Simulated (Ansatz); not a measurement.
Consider the atomization: `CB(F)BCl` → 2 B• + C• + Cl• + F• + 4 H•.

Calculated with Ansatz (gas phase, PBE0-D4/def2-TZVP geometries, no zero-point term in ΔE). CBS: MP2 limit from def2 TZ/QZ plus the TZ coupled-cluster correction, frozen cores. This one scheme is used for every species, atoms too. DFT in def2-TZVPP. HSE06 is defined as in plane-wave codes. No spin–orbit coupling; open shells (•) take unrestricted orbitals. Spin–orbit coupling would lower the free atoms: a little for B, C, Cl, F. Each species was taken in one conformer, which may not be the lowest.

`CB(F)BCl`:

Z-matrix (Å, degrees):
```
C
B 1 1.561
H 1 1.092 2 112.9
H 1 1.093 2 112.9 3 124.9
H 1 1.098 2 107.6 3 -118.8
F 2 1.336 1 118.2 3 17.6
B 2 1.699 1 123.9 3 -164.2
Cl 7 1.748 2 118.7 1 -83.0
H 7 1.196 2 125.8 1 95.1
```

```json
{"level": "r2SCANh-D4", "ΔE (kJ/mol)": "3502.6"}
{"level": "PBE0", "ΔE (kJ/mol)": "3502.9"}
{"level": "r2SCANh", "ΔE (kJ/mol)": "3498.4"}
{"level": "HSE06", "ΔE (kJ/mol)": "3506.3"}
{"level": "BHLYP", "ΔE (kJ/mol)": "3391.2"}
{"level": "CAM-B3LYP", "ΔE (kJ/mol)": "3496.3"}
{"level": "HF/def2-TZVPP", "ΔE (kJ/mol)": "2717.5"}
{"level": "CCSD/def2-TZVPP", "ΔE (kJ/mol)": "3347.9"}
```

Question: What does CCSD(T)/CBS give? (An estimate is asked.)

Answer: Computed: +3466.9 kJ/mol. The listed levels differ from it by 35.7, 36.0, 31.5, 39.4, -75.7, 29.4, -749.4, -119.0 kJ/mol.

Largest T1 diagnostic among the species: 0.014.

From BLYP to BHLYP (50 % exact exchange), in def2-TZVPP and without D4, ΔE moves by −52.6 kJ/mol: exact exchange takes away binding that semilocal exchange gives to molecules. The D4 term adds +25.1 kJ/mol with B3LYP and +13.2 kJ/mol with PBE0; it sums over pairs of atoms, weighted by their polarisabilities, and B3LYP, whose exchange is more repulsive, gets the larger term. Leaving LDA and LC-ωPBE aside and taking each functional with its dispersion term where it has one, the values, not all of them listed here, spread over 157.3 kJ/mol, from BHLYP-D4 to PBE-D4. LDA lies +419.0 kJ/mol from PBE without D4, its usual overbinding.

B3LYP here is the variant with VWN-RPA as its local correlation; programs differ in this.

For atomizations the MP2-based limit and the directly extrapolated one differ by several kJ/mol either way, and by 10 to 25 for some Ge, Se and Sn compounds, so smaller differences from it don't rank the levels.
